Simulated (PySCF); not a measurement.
CH₃BCl, CH₅FSi₂ (calculated)

All values are calculated (PySCF 2.14.0). Calculation on a computer-drawn molecule: optimised geometry and harmonic frequencies of an isolated molecule of the commonest isotopes, restricted reference for singlets and unrestricted otherwise, frozen core in MP2.

Common to all runs: charge 0; method HF; basis cc-pV(D+d)Z.

```json
{"entry": 1, "formula": "CH3BCl", "start_structure": {"atoms_angstrom": [["C", 0.3017, -0.5318, 0.9104], ["B", -0.0016, 0.2594, -0.3998], ["Cl", -1.4384, -0.0199, -1.2312], ["H", -0.3445, -1.2279, 1.2449], ["H", 1.1892, -0.3888, 1.449], ["H", 0.7986, 1.0869, -0.8088]]}, "given": {"multiplicity": 2, "drawn_bonds_atom": [1, 2, 1, 1, 2], "drawn_bonds_other_atom": [2, 3, 4, 5, 6], "drawn_bonds_order": [1, 1, 1, 1, 1]}, "results": {"total_energy [hartree]": null, "rotational_constants [GHz]": null, "spin_squared": null}}
{"entry": 2, "formula": "CH5FSi2", "start_structure": {"atoms_angstrom": [["C", -3.404, 0.7841, 2.5478], ["Si", -2.8139, 0.1406, 0.9878], ["Si", -0.608, -0.3903, 0.5466], ["F", -0.5293, -0.9922, -0.9757], ["H", -2.7274, 1.0083, 3.33], ["H", -4.4617, 1.1564, 2.726], ["H", -3.7807, -0.0278, -0.0409], ["H", 0.2892, 0.7654, 0.5519], ["H", -0.0993, -1.4795, 1.3412]]}, "given": {"multiplicity": 1, "drawn_bonds_atom": [1, 2, 3, 1, 1, 2, 3, 3], "drawn_bonds_other_atom": [2, 3, 4, 5, 6, 7, 8, 9], "drawn_bonds_order": [2, 1, 1, 1, 1, 1, 1, 1]}, "results": {"rotational_constants [GHz]": null, "total_energy [hartree]": null}}
```

**Q.** Estimate the total energy of CH₃BCl (entry 1).
**A.** -523.8146 hartree

**Q.** Give the missing rotational constants for CH₃BCl (entry 1).
**A.** 47.21, 5.444, 4.881 GHz

**Q.** Give the missing spin squared for CH₃BCl (entry 1).
**A.** 0.7576

**Q.** CH₅FSi₂ (entry 2): rotational constants?
**A.** 11.75, 1.996, 1.902 GHz

**Q.** Give the missing total energy for CH₅FSi₂ (entry 2).
**A.** -718.0911 hartree

**Q.** Give the table of modes values for CH₅FSi₂ (entry 2).
**A.** 
Modes:
```tsv
frequency (cm⁻¹)	reduced mass (dalton)
55.29	3.609
150	3.074
197.7	3.909
342.4	1.466
461.9	5.431
531.7	1.232
697.8	1.206
748.2	1.056
797.4	1.091
870.5	5.296
882.7	1.254
902.4	1.237
971.6	1.293
1021	1.191
1049	2.803
1508	1.216
2341	1.037
2351	1.047
2352	1.04
3295	1.058
3386	1.113
```

Further results for CH₃BCl (entry 1):

```
convergence status largest gradient component : 4.065e-05 hartree/bohr
```

Optimised structure:
```xyz
6
CH3BCl
C      0.3145    -0.5262     0.8949
B      0.0303     0.2696    -0.3820
Cl    -1.4733    -0.0038    -1.2848
H     -0.3719    -1.2690     1.2874
H      1.2241    -0.3797     1.4682
H      0.7813     1.0870    -0.8192
```

Modes:
```tsv
frequency (cm⁻¹)	reduced mass (dalton)
313.6	1.096
337.5	3.06
722.5	3.138
725.1	1.18
880.6	1.631
949.3	1.434
1106	1.92
1259	1.969
1551	1.224
2768	1.096
3284	1.056
3380	1.115
```

Further results for CH₅FSi₂ (entry 2):

```
convergence status largest gradient component : 7.399e-06 hartree/bohr
```

Optimised structure:
```xyz
9
CH5FSi2
C     -3.3886     0.5623     2.5115
Si    -2.8129     0.4202     0.9187
Si    -0.6330    -0.3392     0.5183
F     -0.6773    -1.6538    -0.4297
H     -2.7837     0.2737     3.3645
H     -4.3780     0.9343     2.7552
H     -3.6466     0.8180    -0.2310
H      0.1854     0.6634    -0.1880
H     -0.0003    -0.7140     1.7951
```
